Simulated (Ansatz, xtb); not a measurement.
**Two isomers of C4HClF3NS**

Structure X is `FC(F)(F)c1ncc(Cl)s1`, a singlet and structure Y is `FC(F)(F)c1csc(Cl)n1`, a singlet. Both are isolated molecules in the gas phase, relaxed with PBE-D3(BJ)/def2-SVP.

X (Å):

```xyz
11

C     0.0197   -1.9222   -0.3752
C    -0.5113   -2.1666    1.0180
C    -0.5396   -2.8059    3.1293
C    -1.8397   -2.3286    3.0362
Cl   -3.0328   -2.2950    4.2658
F     0.3987   -3.0715   -0.9666
F     1.0848   -1.0979   -0.3591
F    -0.9429   -1.3519   -1.1412
N     0.1904   -2.7045    1.9810
S    -2.1586   -1.7253    1.4312
H    -0.1054   -3.2361    4.0422
```

Y (Å):

```xyz
11

C    -0.0879   -2.1787   -0.1348
C    -0.6203   -2.2694    1.2744
C    -0.9247   -3.4530    1.9169
C    -1.2823   -1.3956    3.1711
Cl   -1.6681   -0.2305    4.3715
F     0.0430   -3.4168   -0.6705
F     1.1222   -1.5822   -0.1681
F    -0.9145   -1.4677   -0.9301
N    -0.8243   -1.1154    1.9872
S    -1.5026   -3.1138    3.5113
H    -0.8373   -4.4764    1.5349
```

**Question.** Estimate which is lower in electronic energy at CCSD(T)/def2-SVP + ΔMP2/def2-TZVPP, and by roughly how much.

**Answer.** The CCSD(T)/def2-SVP + ΔMP2/def2-TZVPP calculation puts structure Y lower, by 0.209 eV.

How the difference moves with the method:

| level | geometry | E(Y) − E(X) (eV) | departure from the last row (eV) | job, with rough time for the two |
| --- | --- | --- | --- | --- |
| PBE-D3(BJ)/def2-SVP | PBE-D3(BJ)/def2-SVP | −0.186 | +0.024 | optimisation, 4.3 min |
| HF/def2-SVP | PBE-D3(BJ)/def2-SVP | −0.283 | −0.074 | part of the CCSD(T) run |
| MP2/def2-SVP | PBE-D3(BJ)/def2-SVP | −0.207 | +0.002 | part of the CCSD(T) run |
| CCSD(T)/def2-SVP | PBE-D3(BJ)/def2-SVP | −0.219 | −0.010 | single point |
| CCSD(T)/def2-SVP + ΔMP2/def2-TZVPP | PBE-D3(BJ)/def2-SVP | −0.209 |  | single point, 8.1 min |

As drawn, both hold the same kinds of bond in the same numbers.

The levels shown agree on the order. The largest departure from CCSD(T)/def2-SVP + ΔMP2/def2-TZVPP is that of HF/def2-SVP, 0.074 eV. A small imaginary or near-zero mode remains, so no thermal terms are given. Levels run at GFN2-xTB geometries aren't shown. The last row adds to CCSD(T) the change of the MP2 difference between the two basis sets, here +0.010 eV.

The correlated steps freeze 18 core orbitals. Programs: Ansatz 0.2.0, xtb 6.7.1; the last row on 2 threads of Intel(R) Xeon(R) Processor @ 2.50GHz (Skylake/Cascade Lake) on a shared host.
